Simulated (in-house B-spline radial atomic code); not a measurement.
# RPA and G0W0 on PBE: Ge³⁺

Configuration [Ar] 3d10 4s1, highest spin, mean-field start PBE. Computed with a B-spline radial code for spherical atoms: all electrons, scalar-relativistic (spin-free one-electron X2C), finite nucleus, each spin shell either full or empty, empty states to l = 9 with an (l + 1/2)⁻⁴ tail; G0W0 by contour deformation at full frequency.

RPA overbinds a lone outer s electron by self-correlation, and G0W0 tends to as well.

Command:
```bash
python run_gw.py task.json out
```
Settings (radii: box in bohr, nucleus in fm):
```
Z                        32
electrons                29
configuration            [Ar] 3d10 4s1
hamiltonian              x2c
method                   pbe,pbe
lmax                     9
rms_radius               4.0742
spin_polarised           True
box_radius               14.14
intervals                69
ion_configuration        [Ar] 3d10
```

Cost of the run: 8.3 s on 1 thread of Arm Neoverse N1 (shared host).

Energies (hartree):

```
                                     term        value
                         mean-field total  -2096.37612
Hartree-Fock functional on these orbitals  -2095.07362
                      direct second order      -2.6181
                    second-order exchange      0.76353
                         SOSEX correction      0.69194
```

**Question.** What is the RPA correlation energy, and what remains with SOSEX?

**Answer.** RPA gives -2.2182 hartree (-2.08 eV per electron); RPA + SOSEX gives -1.5262, and the second-order doubles -1.8546 hartree (no singles). SOSEX takes back 31 % of the RPA value.

Quasi-particle levels (eV):

| level | occupied | mean field | Σx - vxc | Σc | QP weight | G0W0 |
| --- | --- | --- | --- | --- | --- | --- |
| 4s up | yes | -41.15 | -3.89 | ? | ? | ? |
| 3d down | yes | -62.91 | -15.30 | 3.59 | 0.892 | -74.63 |
| 3d up | yes | -63.20 | -15.19 | 3.53 | 0.870 | -74.86 |
| 4s down | no | -39.57 | 7.89 | -2.66 | 0.938 | -34.34 |

G0W0 = mean field + (Σx - vxc) + Σc, with Σc (partial-wave tail included) taken at the quasi-particle energy. Only the outer levels were computed. Levels of low weight are left out.

**Question.** Where does G0W0 put 4s up?

**Answer.** At -46.70 eV, with Σc = -1.66 eV and a quasi-particle weight of 0.963. The tabulated removal energy is 45.715 ± 0.0012 eV (NIST, measured); the calculation leaves out spin-orbit coupling, Breit and QED terms, and what these don't explain is the method's own error.

**Question.** What does it cost to remove one electron (to [Ar] 3d10) by differences of total energies, each species on its own start (correlation terms add to the Hartree-Fock functional)?

**Answer.** PBE 46.71 eV, Hartree-Fock functional 44.51 eV, + RPA 46.38 eV, + RPA + SOSEX 45.61 eV, + second order 46.27 eV. Tabulated: 45.715 ± 0.0012 eV (NIST, measured); the calculation leaves out spin-orbit coupling, Breit and QED terms, and what these don't explain is the method's own error.
